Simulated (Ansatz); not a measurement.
Reaction (ligand exchange at the Si–O bond): `O[SiH2]S` + `BO` → `BO[SiH2]S` + H₂O

Computed with Ansatz on PBE0-D4/def2-TZVP structures; ΔE is electronic, products minus reactants. CCSD(T)/CBS adds triple-zeta CCSD(T) − MP2 to the extrapolated MP2 energy (def2 sets, frozen cores). This one scheme is used for every species. Functionals use def2-TZVPP. B3LYP here is the variant with VWN-RPA as its local correlation; programs differ in this. One conformer a species, not always the lowest.

```json
{"level": "revPBE-D4", "ΔE (kcal/mol)": "2.9", "difference from CCSD(T)/CBS": "1.4"}
{"level": "r2SCAN-D4", "ΔE (kcal/mol)": "3.1", "difference from CCSD(T)/CBS": "1.6"}
{"level": "B97M-V", "ΔE (kcal/mol)": "2.9", "difference from CCSD(T)/CBS": "1.4"}
{"level": "ωB97X-V", "ΔE (kcal/mol)": "2.7", "difference from CCSD(T)/CBS": "1.2"}
{"level": "ωB97M-V", "ΔE (kcal/mol)": "2.7", "difference from CCSD(T)/CBS": "1.2"}
{"level": "PBE", "ΔE (kcal/mol)": "4.1", "difference from CCSD(T)/CBS": "2.6"}
{"level": "revPBE", "ΔE (kcal/mol)": "4.2", "difference from CCSD(T)/CBS": "2.7"}
{"level": "r2SCAN", "ΔE (kcal/mol)": "3.4", "difference from CCSD(T)/CBS": "1.9"}
{"level": "B3LYP", "ΔE (kcal/mol)": "3.4", "difference from CCSD(T)/CBS": "1.9"}
{"level": "r2SCAN0", "ΔE (kcal/mol)": "2.9", "difference from CCSD(T)/CBS": "1.4"}
{"level": "BHLYP", "ΔE (kcal/mol)": "2.7", "difference from CCSD(T)/CBS": "1.2"}
{"level": "HF/def2-SVP", "ΔE (kcal/mol)": "2.7", "difference from CCSD(T)/CBS": "1.2"}
{"level": "CCSD/def2-SVP", "ΔE (kcal/mol)": "3.4", "difference from CCSD(T)/CBS": "1.9"}
{"level": "MP2/def2-TZVPP", "ΔE (kcal/mol)": "2.1", "difference from CCSD(T)/CBS": "0.6"}
{"level": "HF/def2-QZVPP", "ΔE (kcal/mol)": "1.7", "difference from CCSD(T)/CBS": "0.2"}
{"level": "MP2/CBS(def2)", "ΔE (kcal/mol)": "1.4", "difference from CCSD(T)/CBS": "-0.1"}
{"level": "CCSD(T)/CBS", "ΔE (kcal/mol)": "1.5", "difference from CCSD(T)/CBS": "0"}
```

Largest T1 diagnostic among the species: 0.014.

Leaving LDA and LC-ωPBE aside and taking each functional with its dispersion term where it has one, the values, not all of them listed here, spread over 1.7 kcal/mol, from BHLYP-D4 to PBE-D4. At CCSD(T), def2-SVP lies +2.0 kcal/mol from the extrapolated value and def2-TZVPP +0.6 kcal/mol. The D4 term adds −1.1 kcal/mol with B3LYP and −0.6 kcal/mol with PBE0; it sums over pairs of atoms, weighted by their polarisabilities, and B3LYP, whose exchange is more repulsive, gets the larger term.
